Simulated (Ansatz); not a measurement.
Reaction (ligand exchange at the Si–Te bond): `N[SiH2][TeH]` + `N[SiH](N)Cl` → `N[SiH2]N[SiH](N)Cl` + H₂Te

Gas-phase electronic energies from Ansatz, PBE0-D4/def2-TZVP geometries. CCSD(T)/CBS adds triple-zeta CCSD(T) − MP2 to the extrapolated MP2 energy (def2 sets, frozen cores). DFT in def2-TZVPP. def2 core potentials past Kr. For Te outer-core shells are correlated without core-valence functions, which leaves a few kJ/mol of doubt a bond. Each species was taken in one conformer, which may not be the lowest.

(1) Is it downhill or uphill in electronic energy at CCSD(T)/CBS, and by how much? (Estimate.)

(2) What do these levels give: PBE0-D4, ωB97X-V, PBE, HF/def2-TZVPP, SCS-MP2/def2-QZVPP, HF/CBS(def2)? (Best estimate.)

Largest T1 diagnostic among the species: 0.011.

## Answers

(1) Computed: Downhill: ΔE = -8.1 kJ/mol.

(2) The calculation gave: PBE0-D4 -3.3, ωB97X-V -12.5, PBE 5.2, HF/def2-TZVPP -12.5, SCS-MP2/def2-QZVPP -9.1, HF/CBS(def2) -12.5 kJ/mol.

The D4 term adds −8.4 kJ/mol with B3LYP and −5.1 kJ/mol with PBE0; it sums over pairs of atoms, weighted by their polarisabilities, and B3LYP, whose exchange is more repulsive, gets the larger term. From PBE to PBE0 (25 % exact exchange), in def2-TZVPP and without D4, ΔE moves by −3.4 kJ/mol.

B3LYP here is the variant with VWN-RPA as its local correlation; programs differ in this.
